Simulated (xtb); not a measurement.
xtb input:

```bash
xtb mol.xyz --gfn 2 --sp --chrg -1 --uhf 0
```
mol.xyz:
```
3

Cu     0.00000000     0.00000000     0.00000000
F     -0.00000000    -0.00000000    -1.81163028
F      0.00000000     0.00000000     1.81163028
```

Question: Predict the final energy.

Answer: -13.68351 Eh (GFN2-xTB).
